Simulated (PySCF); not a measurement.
trichloro(chlorosilyl)silane (Cl₄H₂Si₂), SMILES [Si](Cl)(Cl)(Cl)[SiH2]Cl. Atoms are numbered in the order given.

```xyz
8

Si     1.1887     1.3819     0.0000
Cl    -0.1930     2.9265     0.0000
Si     0.0023    -0.6259     0.0000
Cl    -1.1869    -0.7646     1.6745
Cl    -1.1869    -0.7646    -1.6745
Cl     1.3468    -2.1924     0.0000
H      2.0336     1.4660     1.2233
H      2.0336     1.4660    -1.2233
```
Charge 0, spin multiplicity 1.

Geometry optimised at r2SCAN-D4/def2-SVP. Other conformers were not sampled.

Calculation: PySCF with TDDFT-PBE0/def2-SVPD.

Vertical excitations.  State labels are in the subgroup Cs.

| state | symmetry | energy (eV) | λ (nm) | f | main pairs |
|---|---|---|---|---|---|
| S1 | A' | 6.07 | 204 | 0.024 | HOMO→LUMO 97 % |
| S2 | A" | 6.66 | 186 | 0.013 | HOMO→LUMO+2 67 %, HOMO−1→LUMO 30 % |
| S3 | A' | 6.71 | 185 | 0.148 | HOMO→LUMO+1 96 % |
| S4 | A" | 6.73 | 184 | 0.019 | HOMO−1→LUMO 53 %, HOMO→LUMO+2 26 %, HOMO−2→LUMO 19 % |
| S5 | A" | 7.04 | 176 | 0.022 | HOMO−2→LUMO 77 %, HOMO−1→LUMO 15 % |
| S6 | A" | 7.25 | 171 | 0.000 | HOMO−2→LUMO+1 67 %, HOMO−1→LUMO+1 22 % |
| S7 | A' | 7.31 | 170 | 0.028 | HOMO−3→LUMO 70 %, HOMO−1→LUMO+2 11 % |
| S8 | A" | 7.31 | 170 | 0.000 | HOMO−4→LUMO 89 % |
| S9 | A' | 7.41 | 167 | 0.019 | HOMO−2→LUMO+2 37 %, HOMO−1→LUMO+2 23 %, HOMO−3→LUMO 23 %, HOMO−5→LUMO 10 % |
| S10 | A' | 7.46 | 166 | 0.006 | HOMO−5→LUMO 47 %, HOMO−2→LUMO+2 24 %, HOMO−3→LUMO+1 17 % |
| T1 | A' | 5.37 | 231 | 0 | HOMO→LUMO 96 % |
| T2 | A" | 5.82 | 213 | 0 | HOMO→LUMO+2 95 % |
| T3 | A' | 6.12 | 203 | 0 | HOMO→LUMO+1 92 % |
| T4 | A" | 6.37 | 195 | 0 | HOMO−1→LUMO 80 %, HOMO−2→LUMO 15 % |
Triplets are in the Tamm–Dancoff approximation, which puts them higher than full response would, so one can lie above its singlet here.
